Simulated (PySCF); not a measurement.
Members of one family of related compounds. The calculation used PySCF 2.14.0, density-fitted response routines, TDDFT B3LYP/def2-SVPD, vertical, gas phase, core orbitals frozen in the response, def2 core potentials past Kr. Geometries: PBE0-D3(BJ)/def2-SVP; one conformer of each isolated species. Triplets are in the Tamm–Dancoff approximation. Atoms past krypton carry core potentials; spin–orbit coupling is left out.

Problem. Rank by computed lowest triplet energy, lowest first.
A. `CC(C)[NH][Ge]([Cl])([Cl])[Cl]` (GeCl3(NHiPr))
B. `C=[CH][Ge]([Cl])([Cl])[Cl]` (Ge(vinyl)Cl3)
C. `[Cl][Ge]([Cl])([Cl])[I]` (GeICl3)
D. `C=C[CH2][Ge]([Cl])([Cl])[Cl]` (Ge(eta1-allyl)Cl3)
E. `[F][Ge]([Cl])([Cl])[Cl]` (GeFCl3)
F. `[OH][Ge]([Cl])([Cl])[Cl]` (Ge(OH)Cl3)
G. `C[O][Ge]([Cl])([Cl])[Cl]` (Ge(OMe)Cl3)
H. `CC[N](C)[Ge]([Cl])([Cl])[Cl]` (Ge(NMeEt)Cl3)

Solution. C (3.61 eV), H (3.89 eV), D (4.04 eV), B (4.18 eV), A (4.34 eV), G (5.17 eV), E (5.33 eV), F (5.46 eV).

| SMILES | T1 (eV) | S1 (eV) | first f ≥ 0.01 (nm) | LUMO (eV) | gap (eV) | S1 mainly |
| --- | --- | --- | --- | --- | --- | --- |
| [Cl][Ge]([Cl])([Cl])[I] | 3.61 | 4.02 | 230 | -3.23 | 4.99 | H-1/H→L (100%) |
| CC[N](C)[Ge]([Cl])([Cl])[Cl] | 3.89 | 4.20 | 295 | -1.83 | 5.15 | H→L (99%) |
| C=C[CH2][Ge]([Cl])([Cl])[Cl] | 4.04 | 5.14 | 241 | -1.88 | 5.75 | H→L (96%) |
| C=[CH][Ge]([Cl])([Cl])[Cl] | 4.18 | 5.91 | 196 | -1.87 | 6.77 | H→L+1 (85%) |
| CC(C)[NH][Ge]([Cl])([Cl])[Cl] | 4.34 | 4.67 | 266 | -1.82 | 5.63 | H→L (99%) |
| C[O][Ge]([Cl])([Cl])[Cl] | 5.17 | 5.44 | 203 | -2.26 | 6.50 | H→L (98%) |
| [F][Ge]([Cl])([Cl])[Cl] | 5.33 | 5.72 | 208 | -2.77 | 6.85 | H→L (100%) |
| [OH][Ge]([Cl])([Cl])[Cl] | 5.46 | 5.84 | 203 | -2.35 | 6.95 | H→L (99%) |

H and L stand for HOMO and LUMO. A slash joins orbitals within 0.01 eV of each other, whose weights are summed (≥ marks a lower bound).

- `[Cl][Ge]([Cl])([Cl])[I]`: Löwdin shares by element: HOMO (one of a set within 0.03 eV) iodine 85%, chlorine 6% or more, germanium 5%; LUMO iodine 33%, chlorine 31% or more, germanium 20% (atoms not listed hold the other 15%).
- `CC[N](C)[Ge]([Cl])([Cl])[Cl]`: Löwdin shares by element: HOMO nitrogen 54%, carbon 22% (atoms not listed hold the other 23%); LUMO chlorine 65%, germanium 22%.
- `C=C[CH2][Ge]([Cl])([Cl])[Cl]`: Löwdin shares by element: HOMO carbon 75%, germanium 5% (atoms not listed hold the other 20%); LUMO chlorine 56%, germanium 20% (atoms not listed hold the other 24%).
- `C=[CH][Ge]([Cl])([Cl])[Cl]`: Löwdin shares by element: HOMO carbon 65%, chlorine 25% or more; LUMO carbon 64%, germanium 13%, chlorine 4% or more (atoms not listed hold the other 19%).
- `CC(C)[NH][Ge]([Cl])([Cl])[Cl]`: Löwdin shares by element: HOMO nitrogen 56%, carbon 18% or more, chlorine 7% or more (atoms not listed hold the other 20%); LUMO chlorine 65%, germanium 23%.
- `C[O][Ge]([Cl])([Cl])[Cl]`: Löwdin shares by element: HOMO oxygen 58%, carbon 15%, hydrogen 13% or more; LUMO chlorine 66%, germanium 22%.
- `[F][Ge]([Cl])([Cl])[Cl]`: Löwdin shares by element: HOMO chlorine 100%; LUMO chlorine 67%, germanium 23%.
- `[OH][Ge]([Cl])([Cl])[Cl]`: Löwdin shares by element: HOMO chlorine 99%; LUMO chlorine 65%, germanium 23%.
